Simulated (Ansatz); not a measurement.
VO3F3H6⁺, that is mer-VF3(H2O)3 with one electron fewer. The state is a doublet with charge 1. Geometry r2SCAN-D4/def2-SVP, that of the neutral triplet; atoms count from 1.

```xyz
13

V     0.0984    0.2274   -0.1781
F    -1.6305    0.7892   -0.0507
F     1.5187   -0.9300    0.1924
F     0.9331    1.6336   -0.9208
O    -0.8606   -1.5825    0.6337
H    -1.4557   -1.3666    1.3651
H    -0.0796   -2.0295    0.9994
O    -0.5371   -0.3024   -2.1351
H    -0.1234    0.4074   -2.6550
H    -1.4478    0.0139   -1.9735
O     0.8248    0.9632    1.7004
H     1.1741    1.8258    1.4181
H     1.5856    0.3504    1.6040
```

Estimate the Mulliken populations from the PBE0/def2-TZVP orbitals of Ansatz.


| atom | charge (e) | spin (α − β) | d electrons |
| --- | --- | --- | --- |
| V1 | 1.14 | 1.09 | 3.03 |
| F2 | -0.37 | -0.05 | – |
| F3 | -0.42 | -0.04 | – |
| F4 | -0.36 | 0.02 | – |
| O5 | -0.50 | -0.01 | – |
| H6 | 0.40 | 0.00 | – |
| H7 | 0.39 | 0.00 | – |
| O8 | -0.45 | -0.01 | – |
| H9 | 0.41 | 0.00 | – |
| H10 | 0.41 | 0.00 | – |
| O11 | -0.45 | -0.01 | – |
| H12 | 0.41 | 0.00 | – |
| H13 | 0.40 | 0.00 | – |
Mulliken values depend strongly on the basis.

Where does the spin sit?

Summed by element: V 1.09, F -0.06, O -0.04, H 0.01, of 1 unpaired in all. Largest on single atoms: V1 1.09, F2 -0.05, F3 -0.04.

And the Mayer bond orders between heavy atoms (over 0.3)?

V1–F2 1.02 (1.82 Å); V1–F3 0.91 (1.87 Å); V1–F4 1.02 (1.80 Å); V1–O5 0.45 (2.20 Å); V1–O8 0.54 (2.12 Å); V1–O11 0.53 (2.14 Å).
